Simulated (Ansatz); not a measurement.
A made-up structure of AlBH₄SO, closed shell:

B1  (-0.532, 0.123, -0.151)
O2  (-1.315, -0.146, -1.197)
Al3  (0.454, 0.462, 1.168)
S4  (2.483, -0.318, 1.171)
H5  (-1.866, -0.945, -1.188)
H6  (-1.325, 0.460, -1.955)
H7  (-0.096, 1.322, 2.357)
H8  (2.331, -0.912, -0.025)
(Å)

It is relaxed with PBE-D4/def2-SVP and then PBE0-D4/def2-TZVP (Ansatz 0.2.0). Atoms count as bonded within 1.22 times the sum of their covalent radii (H–H: 0.88 Å). The end point is not checked to be a true minimum.

Task: Does its bonding change? (Judge from chemistry; the calculation decides.)

Result: Computed: No: no bond forms or breaks.

Where it ends: The first stage lowers the energy by 1.53 eV in 22 steps. It ends as AlBH₄SO ([OH2][B][AlH][SH]):
```
8
angstrom
B -0.4335 0.7679 -0.5935
O -1.4052 -0.1256 -1.3050
Al 0.4473 0.3918 1.2599
S 2.5043 -0.4287 1.3395
H -1.7649 -0.9882 -1.0272
H -1.7356 0.1666 -2.1616
H 0.0512 1.2067 2.5693
H 2.4714 -0.9438 0.0994
```

Labels in which every atom is bracketed show which atoms are joined, not bond orders.

For scale, one of the runs: PBE0-D4/def2-TZVP relaxation, 160 basis functions, launched by `ansatz run in.yaml --threads 2 --pin off --events-out ev --progress --plain --max-ram 4352MiB`. The run took about 36 s on 2 CPU threads of an Arm Neoverse V2 (shared host).
